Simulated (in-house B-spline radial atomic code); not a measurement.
Radial electron density of F⁷⁺, 1s2. Computed with a radial B-spline atomic code at the basis-set limit: non-relativistic B97-1, spin-polarised, spherical fractional occupations, point nucleus.

Columns: r (bohr), 4πr²n(r) (electrons per bohr), bar.

```
 0.00651   0.2047 #
 0.00734   0.2564 #
 0.00827   0.3201 ##
 0.00932   0.3989 ##
  0.0105   0.4957 ##
  0.0118   0.6115 ###
  0.0133   0.7562 ####
   0.015   0.9329 ####
  0.0169    1.144 #####
  0.0191    1.405 #######
  0.0215    1.705 ########
  0.0242    2.058 ##########
  0.0273    2.478 ############
  0.0308    2.962 ##############
  0.0347    3.506 #################
  0.0391    4.114 ###################
   0.044    4.773 #######################
  0.0496    5.489 ##########################
  0.0559    6.232 ##############################
   0.063    6.977 #################################
   0.071    7.689 ####################################
    0.08    8.325 #######################################
  0.0902    8.839 ##########################################
   0.102    9.184 ###########################################
   0.115    9.293 ############################################
   0.129    9.154 ###########################################
   0.145    8.751 #########################################
   0.164    8.047 ######################################
   0.185     7.12 ##################################
   0.208    6.053 #############################
   0.235    4.859 #######################
   0.264    3.733 ##################
   0.298    2.664 #############
   0.336    1.776 ########
   0.378    1.105 #####
   0.426   0.6248 ###
    0.48   0.3202 ##
   0.541   0.1463 #
    0.61   0.0586
```

On this grid the curve has 1 maximum, near 0.115 bohr.

The 1s down radial function P(r) = rR(r), positive near the nucleus:

| r (bohr) | P |
| --- | --- |
| 0.00222 | 0.1134 |
| 0.00282 | 0.1433 |
| 0.00358 | 0.1807 |
| 0.00455 | 0.2276 |
| 0.00578 | 0.2859 |
| 0.00734 | 0.3581 |
| 0.00932 | 0.4466 |
| 0.0118 | 0.553 |
| 0.015 | 0.683 |
| 0.0191 | 0.8382 |
| 0.0242 | 1.014 |
| 0.0308 | 1.217 |
| 0.0391 | 1.434 |
| 0.0496 | 1.657 |
| 0.063 | 1.868 |
| 0.08 | 2.04 |
| 0.102 | 2.143 |
| 0.129 | 2.139 |
| 0.164 | 2.006 |
| 0.208 | 1.74 |
| 0.264 | 1.366 |
| 0.336 | 0.9424 |
| 0.426 | 0.5589 |
| 0.541 | 0.2704 |
